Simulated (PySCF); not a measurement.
# WOF + HBr → WOBr + HF

Level: PBE0 in the def2-TZVP basis family, computed in PySCF with density fitting; scalar-relativistic core potentials for atoms from Rb on, none lighter, no spin–orbit coupling; open shells unrestricted.

```csv
species,state and structure,E (Eh),ZPE (kJ/mol),H(298 K) − H(0) (kJ/mol),S° (J/(mol K))
WOF,"quartet, Cs, W–F 1.896 Å, W–O 1.694 Å; F–W–O 146.6°",-242.08558,10.9,12.1,296.8
HBr,"singlet, C∞v, H–Br 1.421 Å",-2574.45811,16.0,8.7,198.5
WOBr,"quartet, Cs, W–Br 2.453 Å, W–O 1.688 Å; Br–W–O 141.8°",-2716.15575,8.4,13.1,321.1
HF,"singlet, C∞v, H–F 0.920 Å",-100.39188,24.9,8.7,173.6
```

(1) What is the electronic reaction energy?

(2) Add zero-point, thermal and entropy terms for 298.15 K and 1 bar.

## Answers

(1) At PBE0/def2-TZVP, ΔE = -10.3 kJ/mol from the differences of the total energies times 2625.5, downhill. 

(2) ΔZPE = 6.4 and Δ[H(298) − H(0)] = 1.0 kJ/mol give ΔH° = -2.9 kJ/mol. ΔS° = -0.6 J/(mol K), so ΔG° = -2.9 − 298.15 × (-0.0006) = -3 kJ/mol and log₁₀K = 0.5.

Spin–orbit coupling can matter for WOF, WOBr and is left out. Open d or f shells are single determinants, so the state found may not be the ground state. The structures come from searches over a few start shapes, so lower isomers are not excluded.
